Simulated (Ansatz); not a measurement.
Basis-set extrapolation for C₂H₆AlNSi, SMILES `NC1=[CH][AlH][SiH2]1` (PBE0-D4/def2-TZVP geometry, frozen core, Ansatz 0.2.0). Multiplicity 1, RHF reference.

```json
{"": "HF", "def2-TZVPP": "-664.557652", "def2-QZVPP": "-664.579256"}
{"": "MP2 correlation", "def2-TZVPP": "-0.722267", "def2-QZVPP": "-0.772075"}
{"": "CCSD(T) correlation", "def2-TZVPP": "-0.801240", "def2-QZVPP": "not run"}
```

Energies in hartree. Use E(X) = E(∞) + A·exp(−7.88·√X) for Hartree–Fock and E(X) = E(∞) + B·X^(−2.97) for correlation, with X = 3 and 4, and add CCSD(T) minus MP2 of the smaller set to the MP2 limit.

Task: What is the CCSD(T) energy at the basis-set limit?

Result: HF limit: -664.579256 + (-0.021604) × 0.13774 = -664.58223. MP2 limit: -0.772075 + (-0.049808) × 0.74074 = -0.80897. Higher-order term: -0.801240 − (-0.722267) = -0.07897. Total: -665.47017 hartree, 3.03 eV below CCSD(T)/def2-TZVPP.
